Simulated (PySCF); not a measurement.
**SrTe: script and output**

The script input.py:

```python
from pyscf import gto, dft, tdscf

mol = gto.M(
    atom='Sr 0 0 0; Te 0 0 2.536',
    basis='def2-svp',
    ecp={'Sr': 'def2-svp', 'Te': 'def2-svp'},
    charge=0,
    spin=0,
    verbose=4,
)
mf = dft.RKS(mol, xc='revpbe')
mf.kernel()
td = tdscf.TDDFT(mf)
td.nstates = 8
td.kernel()
td.analyze(verbose=3)
mf.dip_moment()
print('orbital energies (hartree):', mf.mo_energy[..., max(0, mol.nelec[1]-3):mol.nelec[0]+3].round(4))
```

```bash
$ OMP_NUM_THREADS=1 python input.py
```

The log (some set-up lines and the per-cycle HOMO/LUMO lines with their warnings removed):

```
PySCF version 2.14.0

[INPUT] Symbol           X                Y                Z      unit          X                Y                Z       unit  Magmom
[INPUT]  1 Sr     0.000000000000   0.000000000000   0.000000000000 AA    0.000000000000   0.000000000000   0.000000000000 Bohr   0.0
[INPUT]  2 Te     0.000000000000   0.000000000000   2.536000000000 AA    0.000000000000   0.000000000000   4.792345451897 Bohr   0.0

nuclear repulsion = 50.0798622321767
number of shells = 19
number of NR pGTOs = 110
number of NR cGTOs = 49
basis = def2-svp
ecp = {'Sr': 'def2-svp', 'Te': 'def2-svp'}

******** <class 'pyscf.dft.rks.RKS'> ********
method = RKS
initial guess = minao
damping factor = 0
level_shift factor = 0
DIIS = <class 'pyscf.scf.diis.CDIIS'>
SCF conv_tol = 1e-09
SCF max_cycles = 50
XC functionals = revpbe

grids dens level: 3
Initial guess from minao.
tot grids = 43872
init E= -259.31434796722
cycle= 1 E= -293.174547143931  delta_E= -33.9  |g|= 4.88  |ddm|= 9.87
cycle= 2 E= -209.694132942976  delta_E= 83.5  |g|=  7.8  |ddm|= 22.1
cycle= 3 E= -296.221825167994  delta_E= -86.5  |g|= 3.02  |ddm|= 21.9
cycle= 4 E= -298.105528593428  delta_E= -1.88  |g|= 1.37  |ddm|=    6
cycle= 5 E= -298.713655519858  delta_E= -0.608  |g|= 0.429  |ddm|= 3.57
cycle= 6 E= -298.635575678064  delta_E= 0.0781  |g|= 0.543  |ddm|= 2.14
cycle= 7 E= -298.801192579692  delta_E= -0.166  |g|= 0.0966  |ddm|=  1.1
cycle= 8 E= -298.805179124547  delta_E= -0.00399  |g|= 0.0288  |ddm|= 0.192
cycle= 9 E= -298.8049380619  delta_E= 0.000241  |g|= 0.0335  |ddm|= 0.0783
cycle= 10 E= -298.805478062807  delta_E= -0.00054  |g|= 0.00884  |ddm|= 0.0574
cycle= 11 E= -298.805518652756  delta_E= -4.06e-05  |g|= 0.000822  |ddm|= 0.0187
cycle= 12 E= -298.80551901826  delta_E= -3.66e-07  |g|= 5.32e-05  |ddm|= 0.00218
cycle= 13 E= -298.805519019687  delta_E= -1.43e-09  |g|= 6.5e-06  |ddm|= 0.00018
cycle= 14 E= -298.805519019711  delta_E= -2.42e-11  |g|= 4.07e-07  |ddm|= 1.39e-05
Extra cycle  E= -298.80551901971  delta_E= 7.96e-13  |g|= 1.28e-06  |ddm|= 4.15e-06
converged SCF energy = -298.80551901971

******** <class 'pyscf.tdscf.rks.CasidaTDDFT'> for <class 'pyscf.dft.rks.RKS'> ********
nstates = 8 singlet
deg_eia_thresh = 1.000e-03
wfnsym = None
conv_tol = 1e-05
eigh lindep = 1e-12
eigh level_shift = 0
eigh max_cycle = 100

Excitation energies (eV)
[1.593644   1.593644   2.31821217 2.93770282 2.93775129 2.97239894
 2.97239894 2.97616622]

** Singlet excitation energies and oscillator strengths **
Excited State   1:      1.59364 eV    777.99 nm  f=0.0056
Excited State   2:      1.59364 eV    777.99 nm  f=0.0056
Excited State   3:      2.31821 eV    534.83 nm  f=0.1237
Excited State   4:      2.93770 eV    422.04 nm  f=0.0000
Excited State   5:      2.93775 eV    422.04 nm  f=0.0000
Excited State   6:      2.97240 eV    417.12 nm  f=0.0245
Excited State   7:      2.97240 eV    417.12 nm  f=0.0245
Excited State   8:      2.97617 eV    416.59 nm  f=0.0000
Dipole moment(X, Y, Z, Debye):  0.00000, -0.00000, -8.38890
orbital energies (hartree): [-0.1583 -0.1496 -0.1496 -0.0919 -0.0425 -0.0403]
```

In short: E(SCF) = -298.805519 Eh, 14 cycles, μz(SCF) = -8.39 D, first singlet excitations without spin–orbit coupling 1.59, 1.59, 2.32, 2.94, 2.94 eV.

Hardware: Arm Neoverse V1, 1 thread, shared host. Wall time 8.8 s.

Stability towards an unrestricted solution was not tested. The bond length is a typed value, not an optimised one.
